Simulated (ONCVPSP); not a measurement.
## revPBE ONCV dataset for K, scalar-relativistic all-electron reference.

The input file (ONCVPSP 4.0.1):

```
# ATOM AND REFERENCE CONFIGURATION
# atsym  z   nc   nv     iexc    psfile
  K 19.00    3    4  -102130      upf
#
#   n    l    f
    1    0    2.00
    2    0    2.00
    2    1    6.00
    3    0    2.00
    3    1    6.00
    3    2    0.50
    4    0    0.50
#
# PSEUDOPOTENTIAL AND OPTIMIZATION
# lmax
    2
#
#   l,   rc,      ep,       ncon, nbas, qcut
    0    2.55    0.00    3    7    4.40
    1    1.30    0.00    4    8    5.60
    2    4.00    0.00    4    8    2.00
#
# LOCAL POTENTIAL
# lloc, lpopt,  rc(5),   dvloc0
    4    5    1.25    0.00
#
# VANDERBILT-KLEINMAN-BYLANDER PROJECTORs
# l, nproj, debl
    0    2    3.60
    1    2    1.40
    2    2    4.00
#
# MODEL CORE CHARGE
# icmod, fcfact, rcfact
    2    0.30    0.75
#
# LOG DERIVATIVE ANALYSIS
# epsh1, epsh2, depsh
   -3.00    5.00    0.02
#
# OUTPUT GRID
# rlmax, drl
    6.00    0.01
#
# TEST CONFIGURATIONS
# ncnf
    4
# nvcnf
#   n    l    f
    4
    3    0    2.00
    3    1    6.00
    3    2    0.00
    4    0    1.00
#
    4
    3    0    2.00
    3    1    6.00
    3    2    0.00
    4    0    0.00
#
    4
    3    0    2.00
    3    1    6.00
    3    2    0.00
    4    0    0.50
#
    4
    3    0    2.00
    3    1    6.00
    3    2    1.00
    4    0    0.00
#
```

Command:

```bash
oncvpsp.x < K.dat > K.out
```

Resulting log (shortened: citation, most of the input echo, consistency checks and plot data are left out):

```
ONCVPSP  (Optimized Norm-Conservinng Vanderbilt PSeudopotential)
scalar-relativistic version 4.0.1

#   n    l    f        energy (Ha)
    1    0    2.00    -1.2949945E+02
    2    0    2.00    -1.3031126E+01
    2    1    6.00    -1.0332265E+01
    3    0    2.00    -1.3389697E+00
    3    1    6.00    -7.3026652E-01
    3    2    0.50    -1.3911185E-02
    4    0    0.50    -1.0382175E-01

Reference configufation results
  iterations    36
  all-electron total energy (Ha)   -6.02160618D+02

Begin loop to  construct optimized pseudo wave functions
and semi-local pseudopoentials for all angular momenta

Calculating optimized projector #   1

 for l=   0

    Fraction of norm inside rc  0.983438
    Optimizing pswf for qcut=   4.40 a_B^-1,  ecut=   9.68 Ha
    Residual kinetic energy error=  4.45D-08 Ha

    Energy error per electron        Cutoff
         Ha          eV             Ha
         0.01000     0.27211        3.55
         0.00100     0.02721        5.00
         0.00010     0.00272        6.28
         0.00001     0.00027        7.24

Calculating optimized projector #   2

 for l=   0

    Fraction of norm inside rc  0.070740
    Optimizing pswf for qcut=   4.40 a_B^-1,  ecut=   9.68 Ha
    Residual kinetic energy error=  1.20D-06 Ha

    Energy error per electron        Cutoff
         Ha          eV             Ha
         0.01000     0.27211        2.17
         0.00100     0.02721        3.51
         0.00010     0.00272        4.79
         0.00001     0.00027        5.92

   Wellstate for l =  1  n =  4
     eigenvalue =   0.6697
     asymptotic potential =   1.1697
     half-point radius =  3.1478

Calculating optimized projector #   1

 for l=   1

    Fraction of norm inside rc  0.468988
    Optimizing pswf for qcut=   5.60 a_B^-1,  ecut=  15.66 Ha
    Residual kinetic energy error=  4.92D-04 Ha

    Energy error per electron        Cutoff
         Ha          eV             Ha
         0.01000     0.27211        8.41
         0.00100     0.02721       11.57
         0.00010     0.00272       71.67
         0.00001     0.00027      119.54

Calculating optimized projector #   2

 for l=   1

    Fraction of norm inside rc  0.124941
    Optimizing pswf for qcut=   5.60 a_B^-1,  ecut=  15.66 Ha
    Residual kinetic energy error=  2.11D-04 Ha

    Energy error per electron        Cutoff
         Ha          eV             Ha
         0.01000     0.27211        8.18
         0.00100     0.02721       11.06
         0.00010     0.00272       24.00
         0.00001     0.00027      136.88

   Wellstate for l =  2  n =  9
     eigenvalue =   3.9861
     asymptotic potential =   4.4861
     half-point radius =  6.6675

Calculating optimized projector #   1

 for l=   2

    Fraction of norm inside rc  0.117814
    Optimizing pswf for qcut=   1.99 a_B^-1,  ecut=   1.99 Ha
    Residual kinetic energy error=  4.66D-03 Ha

    Energy error per electron        Cutoff
         Ha          eV             Ha
         0.01000     0.27211        1.51
         0.00100     0.02721        5.46
         0.00010     0.00272       14.31

Calculating optimized projector #   2

 for l=   2

    Fraction of norm inside rc  0.208530
    Optimizing pswf for qcut=   1.99 a_B^-1,  ecut=   1.99 Ha
    Residual kinetic energy error=  9.55D-01 Ha

    Energy error per electron        Cutoff
         Ha          eV             Ha
         0.01000     0.27211       18.03
         0.00100     0.02721       20.85
         0.00010     0.00272       30.59
         0.00001     0.00027       51.43

Construct Vanderbilt / Kleinmman-Bylander projectors

B matrix Hermiticity error, ll=   0
   1   2    4.0821E-05

  Orthonormal projector coefficients  4.5110E+00  5.2068E-01

B matrix Hermiticity error, ll=   1
   1   2    1.0742E-04

  Orthonormal projector coefficients  3.9477E+00  1.2366E+00

B matrix Hermiticity error, ll=   2
   1   2   -1.3014E-05

  Orthonormal projector coefficients  4.1827E+00 -1.8635E+00

Model core correction analysis
  based on d2Exc/dn_idn_j

d2excae - all-electron derivatives

   -3.813786D-02   -3.340359D-02   -1.465245D-03   -2.025265D-03
   -3.340422D-02   -3.121421D-02   -1.764923D-03   -2.902621D-03
   -1.465259D-03   -1.764609D-03   -2.378937D-02   -1.398452D-02
   -2.022921D-03   -2.895244D-03   -1.417454D-02   -3.892228D-02

d2excps - pseudofunction derivatives with no core correction

   -4.541351D-02   -3.368534D-02   -6.592770D-04   -2.545805D-03
   -3.368535D-02   -3.239964D-02   -1.207701D-03   -2.907977D-03
   -6.592294D-04   -1.207392D-03   -2.402097D-02   -1.435776D-02
   -2.544690D-03   -2.901774D-03   -1.454228D-02   -3.857049D-02

rms 2nd derivative error    1.894303E-03

amplitude prefactor, scale prefactor
    9.8817    1.1884

d2excps - pseudofunction derivatives with core correction

   -3.538071D-02   -3.164333D-02   -6.603740D-04   -1.933965D-03
   -3.164327D-02   -3.236931D-02   -1.209976D-03   -2.761532D-03
   -6.603268D-04   -1.209668D-03   -2.402097D-02   -1.435771D-02
   -1.931978D-03   -2.755323D-03   -1.454224D-02   -3.853415D-02

rms 2nd derivative error    1.048275E-03

Pseudoatom total energy  -28.566052

Diagnostic tests using Vanderbilt-Kleinman-Bylander pseudopotentials
  1 or more projectors used as specified by nproj input data

   l    rcore       rmatch      e in        delta e   norm test  slope test

   0   2.5605861   2.6383311  -1.3389697   0.0000008   1.0000775   1.0000677
   0   2.5605861   2.6383311  -0.1038218   0.0000016   1.0000267   0.9999918

   1   1.3024695   1.3420153  -0.7302665  -0.0000068   1.0000615   1.0000942
   1   1.3024695   1.3420153   0.6697335   0.0000038   1.0001879   1.0001879

   2   4.0104023   4.1321668  -0.0139112   0.0000001   1.0000057   1.0000096
run_diag: lschvkbbe ERROR   2   6   2  60  3.98608882E+00  4.43469770E+00
   2   4.0104023   4.1321668   3.9860888   0.4486089   0.9821678   1.2820080

 Testing for bound ghosts
   n   l    E NL Schr. Eq   E Basis Diag.   E Cutoff

   1   0       -1.338969       -1.338969     29.13
   2   0       -0.103820       -0.079246     29.13

   2   1       -0.730273       -0.723337    177.71

   3   2       -0.013911       -0.000377     21.31

 Testing for highly-localized positive-energy ghosts
       l    <radius>/rc     E Basis Diag.   E Cutoff

Test configuration 0

   n   l     f        eae           eps        diff
   1   0  2.0000 -129.49944666
   2   0  2.0000  -13.03112599
   2   1  6.0000  -10.33226465
   3   0  2.0000   -1.33896967   -1.33896891    7.62D-07
   3   1  6.0000   -0.73026652   -0.73027333   -6.82D-06
   3   2  0.5000   -0.01391118   -0.01391112    6.93D-08
   4   0  0.5000   -0.10382175   -0.10382012    1.63D-06

    Total energies and differences
      AE_ref= -6.02160618D+02  AE_tst= -6.02160618D+02  dif=  0.00D+00
      PS_ref= -2.85660524D+01  PS_tst= -2.85660524D+01  dif=  4.69D-13
      PSP excitation error= -4.69D-13

Test configuration 1

runconfig: WARNING lschfb convergence ERROR n,l,iter=   3   2  25

Test configuration 2

psatom: WARNING lschvkbb convergence error n,l,iter=   3   2  29
ea(ii),et,emin,emax -5.808497E-02 -6.103453E-02 -6.103453E-02 -6.103453E-02
run_config: WARNING for fully non-local PS atom, stg. 1
 WARNING no output for configuration 3

Test configuration 3

   n   l     f        eae           eps        diff
   1   0  2.0000 -129.56260701
   2   0  2.0000  -13.09534088
   2   1  6.0000  -10.39637977
   3   0  2.0000   -1.40320382   -1.40069360    2.51D-03
   3   1  6.0000   -0.79413638   -0.79202073    2.12D-03
   4   0  0.5000   -0.15415200   -0.15393339    2.19D-04

    Total energies and differences
      AE_ref= -6.02160618D+02  AE_tst= -6.02145253D+02  dif=  1.54D-02
      PS_ref= -2.85660524D+01  PS_tst= -2.85507524D+01  dif=  1.53D-02
      PSP excitation error=  6.56D-05

Test configuration 4

   n   l     f        eae           eps        diff
   1   0  2.0000 -129.52109550
   2   0  2.0000  -13.05046477
   2   1  6.0000  -10.35181394
   3   0  2.0000   -1.35749338   -1.36271554   -5.22D-03
   3   1  6.0000   -0.74902313   -0.75327646   -4.25D-03
   3   2  1.0000   -0.02358618   -0.02356412    2.21D-05

    Total energies and differences
      AE_ref= -6.02160618D+02  AE_tst= -6.02116058D+02  dif=  4.46D-02
      PS_ref= -2.85660524D+01  PS_tst= -2.85213804D+01  dif=  4.47D-02
      PSP excitation error= -1.11D-04
```

The run took about 4.2 s on one core of a shared server CPU.
